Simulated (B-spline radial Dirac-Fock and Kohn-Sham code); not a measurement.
# How the levels of neodymium move as electrons are removed

Method: Dirac-Fock ΔSCF + Breit + QED. Computed with a radial B-spline solver. Each ion is free and in its tabulated ground configuration. No correlation.

Reference: Nd³⁴⁺, [Ar] 3d8, with 1s 45069.9 eV, 2s 8588.2 eV, 2p1/2 8188.5 eV, 3s 2899.6 eV. Shifts from it, in eV (a dash: the subshell is empty, belongs to an open shell averaged over j, or its hole state is left out as unreliable):

```
  ion  configuration       1s       2s    2p1/2      3s
Nd³⁵⁺       [Ar] 3d7   +124.2   +120.3   +121.6   +90.6
Nd³⁶⁺       [Ar] 3d6   +250.7   +242.7   +245.4  +182.4
Nd³⁷⁺       [Ar] 3d5   +379.7   +367.1   +371.3  +275.3
Nd³⁸⁺       [Ar] 3d4   +511.0   +493.6   +499.4  +369.4
Nd³⁹⁺       [Ar] 3d3   +644.8   +622.0   +629.6  +464.7
Nd⁴⁰⁺       [Ar] 3d2        ?        ?        ?       ?
Nd⁴¹⁺       [Ar] 3d1   +919.4   +885.1   +896.4  +658.8
Nd⁴²⁺   [Ne] 3s2 3p6  +1060.3  +1019.6  +1033.0  +757.5
Nd⁴³⁺   [Ne] 3s2 3p5  +1207.5  +1145.2  +1161.4  +845.8
Nd⁴⁴⁺   [Ne] 3s2 3p4  +1356.7  +1272.1  +1291.3  +934.9
```

**Question.** Give the missing shifts for Nd⁴⁰⁺.

**Answer.** 1s +780.9, 2s +752.6, 2p1/2 +762.0, 3s +561.2 (eV).
